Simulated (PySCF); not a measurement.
Isomers of C7H11N.

All values: PBE0/def2-SVPD (PySCF) at GFN2-xTB geometries, gas phase, one conformer each. Core orbitals are frozen in the response; Δα² is half the sum of the squared differences of the principal polarisabilities.

Task: Rank by HOMO–LUMO gap, highest first.
A. `[CH3:1][C@@H:2]1[CH2:3][CH2:4][C@@H:5]([C:6]#[N:7])[CH2:8]1` with C1–C2–C3–C4 -162°, C2–C3–C4–C5 23°, C3–C4–C5–C6 -118°, C4–C5–C8–C2 -25°
B. `[CH:1]#[C:2][C@H:3]1[CH2:4][CH2:5][N:6]([CH3:7])[CH2:8]1` with C2–C3–C4–C5 118°, C3–C4–C5–N6 28°, C4–C5–N6–C7 -169°, C5–N6–C8–C3 41°
C. `[H]/[N:2]=[CH:3]/[C@@H:4]1[C@H:5]2[CH2:6][CH2:7][CH2:8][C@@H:9]12` with N2–C3–C4–C5 -146°, C3–C4–C5–C6 155°, C4–C5–C6–C7 49°, C5–C6–C7–C8 27°, C6–C7–C8–C9 -27°
D. `[H]/[N:4]=[CH:3]/[C:2](=[CH2:1])[CH:5]1[CH2:6][CH2:7][CH2:8]1` with C1–C2–C3–N4 174°, C1–C2–C5–C6 118°, C2–C5–C6–C7 -139°, C5–C6–C7–C8 15°, C6–C7–C8–C5 -15°, C2–C5–C8–C7 135°
E. `[CH2:1]=[C:2]([C:3]#[N:4])[C@H:5]([CH3:6])[CH2:7][CH3:8]` with C1–C2–C5–C6 -117°, C2–C5–C7–C8 -62°

Result: A (9.32 eV), C (7.31 eV), B (7.01 eV), E (6.65 eV), D (6.22 eV).

Task: Rank by HOMO energy, highest first.
A. `[H]/[N:2]=[CH:3]/[C@@H:4]1[C@H:5]2[CH2:6][CH2:7][CH2:8][C@@H:9]12` with N2–C3–C4–C5 -146°, C3–C4–C5–C6 155°, C4–C5–C6–C7 49°, C5–C6–C7–C8 27°, C6–C7–C8–C9 -27°
B. `[CH3:1][C@@H:2]1[CH2:3][CH2:4][C@@H:5]([C:6]#[N:7])[CH2:8]1` with C1–C2–C3–C4 -162°, C2–C3–C4–C5 23°, C3–C4–C5–C6 -118°, C4–C5–C8–C2 -25°
C. `[CH:1]#[C:2][C@H:3]1[CH2:4][CH2:5][N:6]([CH3:7])[CH2:8]1` with C2–C3–C4–C5 118°, C3–C4–C5–N6 28°, C4–C5–N6–C7 -169°, C5–N6–C8–C3 41°
D. `[CH2:1]=[C:2]([C:3]#[N:4])[C@H:5]([CH3:6])[CH2:7][CH3:8]` with C1–C2–C5–C6 -117°, C2–C5–C7–C8 -62°

Result: C (-6.35 eV), A (-7.27 eV), D (-8.03 eV), B (-9.01 eV).

All values together:

```csv
SMILES,μ (D),HOMO (eV),LUMO (eV),α (Å³),Δα (Å³)
[H]/N=C/[C@@H]1C[C@@H]2C[C@@H]2C1,1.65,-7.29,-0.18,12.16,1.74
C[C@@H]1CC[C@@H](C#N)C1,4.26,-9.01,0.31,12.16,3.12
C#C[C@H]1CCN(C)C1,0.68,-6.35,0.65,13.01,4.58
[H]/N=C/C(=C)C1CCC1,1.40,-7.37,-1.15,13.23,5.27
[H]/N=C/[C@@H]1[C@H]2CCC[C@@H]12,2.31,-7.27,0.04,12.76,4.75
C=C(C#N)[C@H](C)CC,3.93,-8.03,-1.39,12.91,2.26
```

Conformers: `[H]/[N:2]=[CH:3]/[C@@H:4]1[CH2:5][C@@H:6]2[CH2:7][C@@H:8]2[CH2:9]1` with N2–C3–C4–C5 141°, C3–C4–C5–C6 -100°, C4–C5–C6–C7 50°, C5–C6–C7–C8 -97°, C6–C7–C8–C9 97°; `[CH3:1][C@@H:2]1[CH2:3][CH2:4][C@@H:5]([C:6]#[N:7])[CH2:8]1` with C1–C2–C3–C4 -162°, C2–C3–C4–C5 23°, C3–C4–C5–C6 -118°, C4–C5–C8–C2 -25°; `[CH:1]#[C:2][C@H:3]1[CH2:4][CH2:5][N:6]([CH3:7])[CH2:8]1` with C2–C3–C4–C5 118°, C3–C4–C5–N6 28°, C4–C5–N6–C7 -169°, C5–N6–C8–C3 41°; `[H]/[N:4]=[CH:3]/[C:2](=[CH2:1])[CH:5]1[CH2:6][CH2:7][CH2:8]1` with C1–C2–C3–N4 174°, C1–C2–C5–C6 118°, C2–C5–C6–C7 -139°, C5–C6–C7–C8 15°, C6–C7–C8–C5 -15°, C2–C5–C8–C7 135°; `[H]/[N:2]=[CH:3]/[C@@H:4]1[C@H:5]2[CH2:6][CH2:7][CH2:8][C@@H:9]12` with N2–C3–C4–C5 -146°, C3–C4–C5–C6 155°, C4–C5–C6–C7 49°, C5–C6–C7–C8 27°, C6–C7–C8–C9 -27°; `[CH2:1]=[C:2]([C:3]#[N:4])[C@H:5]([CH3:6])[CH2:7][CH3:8]` with C1–C2–C5–C6 -117°, C2–C5–C7–C8 -62°.
